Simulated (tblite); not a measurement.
Compound: C5H6O3 (charge +1 and doublet state).
Atom-mapped SMILES: `[CH3:1][O:2][C+:3]1[CH:4][O:5][CH:6]=[CH:7][O:8]1` (hydrogens: H9, H10, H11 on C1; H12 on C4; H13 on C6; H14 on C7)

Structure optimised with GFN2-xTB, isolated species. This method treats the open shell by occupation alone, without spin polarisation.

Entries marked ? are missing. Bonds in one row agree within 0.01 Å.

| coordinate | value |
| --- | --- |
| C1–O2 | ? |
| O2–C3 | ? |
| C3–C4 | 1.383 Å |
| C4–O5 | 1.338 Å |
| O5–C6 | 1.347 Å |
| C6=C7 | ? |
| C7–O8 | 1.365 Å |
| C3–O8 | ? |
| C1–H9, C1–H10, C1–H11 | 1.090 Å |
| C4–H12 | 1.079 Å |
| C6–H13 | 1.079 Å |
| C7–H14 | 1.078 Å |
| C1–O2–C3 | ? |
| O2–C3–C4 | 121.4° |
| O2–C3–O8 | ? |
| C4–C3–O8 | 120.5° |
| C3–C4–O5 | 121.7° |
| C4–O5–C6 | 117.4° |
| O5–C6–C7 | 121.8° |
| C6–C7–O8 | 121.9° |
| C3–O8–C7 | ? |

Fill in the missing values.

- C1–O2 = 1.429 Å, drawn single (ends: carbon bonded to O and 3 H; oxygen bonded to 2 C); 0.01 Å above the sum of covalent radii, 1.42 Å.
- O2–C3 = 1.292 Å, drawn single (ends: oxygen bonded to 2 C; carbon bonded to C and 2 O); 0.10 Å below the sum of covalent radii, 1.39 Å.
- C6=C7 = 1.344 Å, drawn double (both ends carbon bonded to C, O and H); 0.12 Å below the sum of covalent radii, 1.46 Å.
- C3–O8 = 1.356 Å, drawn single (ends: carbon bonded to C and 2 O; oxygen bonded to 2 C); 0.03 Å below the sum of covalent radii, 1.39 Å.
- C1–O2–C3 = 120.1°, at the oxygen bonded to 2 C; the outer atoms are 2.358 Å apart.
- O2–C3–O8 = 118.1°, at the carbon bonded to C and 2 O; the outer atoms are 2.271 Å apart.
- C3–O8–C7 = 116.7°, at the oxygen bonded to 2 C, inside a 6-membered ring; the outer atoms are 2.316 Å apart.

Radii are Cordero's, carbon taken as 0.76, 0.73 or 0.69 Å for four, three, and two or fewer neighbours.

Its GFN2-xTB frequencies are all real (lowest 107 cm⁻¹). Torsions: C1–O2–C3–C4 180°.

One conformer stands for the species.

All values are computed, not measured.
